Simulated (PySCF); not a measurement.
These compounds are isomers of formula C7H6F2O.

A. `[C@]12(C(F)F)C=C[C@H](C=C1)O2`
B. `C=C1C=C/C1=C(\F)OCF`
C. 3,4-difluoroanisole (COc1ccc(F)c(F)c1)

Spectrum 1. ¹H NMR (300 MHz, computed): δ 7.16 (m, 1H), 6.67 (d, 1H), 5.98 (m, 2H), 5.29 (m, 1H), 5.16 (m, 1H). ¹³C{¹H} NMR (computed): δ 153.6 (C), 150.6 (C), 147.9 (CH), 147.3 (CH), 112.7 (C), 105.4 (CH2), 101.5 (CH2).

Spectrum 2. ¹H NMR (300 MHz, computed): δ 7.41 (m, 1H), 6.95 (m, 1H), 6.61 (m, 1H), 3.89 (s, 3H). ¹³C{¹H} NMR (computed): δ 162.6 (C), 160.4 (C), 153.9 (C), 124.9 (CH), 118.7 (CH), 103.5 (CH), 56.4 (CH3).

Spectrum 3. ¹H NMR (300 MHz, computed): δ 7.57 (m, 2H), 7.47 (m, 2H), 6.50 (m, 1H), 5.38 (m, 1H). ¹³C{¹H} NMR (computed): δ 157.6 (CH), 154.5 (CH), 122.0 (CH), 97.5 (C), 87.1 (CH).

PySCF calculation with σ from GIAO-PBE0/pcSseg-1 and geometry from GFN2-xTB; averaged over atoms made equivalent by symmetry, fast rotation or ring inversion, one conformer, non-relativistic, in vacuum.

References, each an isolated molecule treated in the same way: ¹H (σref 31.72) and ¹³C (σref 186.93) vs TMS. Splittings of carbon signals by F and P are missing where no couplings were computed. Where no couplings were computed, multiplicities follow the n + 1 count of equivalent neighbours, and m marks all less simple cases (inequivalent or close neighbours, rings, F or P nearby). Shifts are as computed. Against solution values, carbons near 30 ppm lie about +3 ppm off and those near 130 ppm about +5 ppm. Of 1211 compounds with measured shifts, 218 miss one by over three times the rms of a fit or turn the order of signals round; such compounds aren't used in these exercises.

Q: Match each spectrum to its structure.

A: 1–B, 2–C, 3–A.

- Spectrum 1 (B): 7 ¹³C signals; δC 153.6 is an alkene carbon bearing oxygen; δC 150.6 is a fully substituted alkene carbon.
- Spectrum 2 (C): 7 ¹³C signals; δC 162.6 is an aromatic carbon bearing oxygen; δC 160.4 is an aromatic carbon bearing fluorine.
- Spectrum 3 (A): 5 ¹³C signals; δC 157.6 is an alkene CH; δC 154.5 is an alkene CH.
